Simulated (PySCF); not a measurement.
How methods differ on the excitation energy of Mg⁺

Mg⁺ [Ne] 3s1 (2S) → Mg⁺ [Ne] 3d1 (2D), as a difference of total energies. Computed with PySCF 2.14 in aug-cc-pVDZ-DK, with scalar relativity by spin-free X2C-1e. The calculations carry no spin-orbit coupling.

```json
{"method": "UHF", "excitation energy (eV)": "8.782", "error (eV)": "-0.082"}
{"method": "LDA", "excitation energy (eV)": "8.790", "error (eV)": "-0.074"}
{"method": "PBE", "excitation energy (eV)": "8.513", "error (eV)": "-0.351"}
{"method": "PBE0", "excitation energy (eV)": "8.601", "error (eV)": "-0.263"}
{"method": "r2SCAN", "excitation energy (eV)": "8.536", "error (eV)": "-0.328"}
{"method": "B3LYP", "excitation energy (eV)": "8.681", "error (eV)": "-0.183"}
{"method": "r2SCAN0", "excitation energy (eV)": "8.672", "error (eV)": "-0.192"}
{"method": "LC-wPBE", "excitation energy (eV)": "8.899", "error (eV)": "+0.035"}
{"method": "BLYP", "excitation energy (eV)": "8.558", "error (eV)": "-0.306"}
```

Reference: 8.864 eV (measured; NIST levels, between the centres of gravity of the two terms).
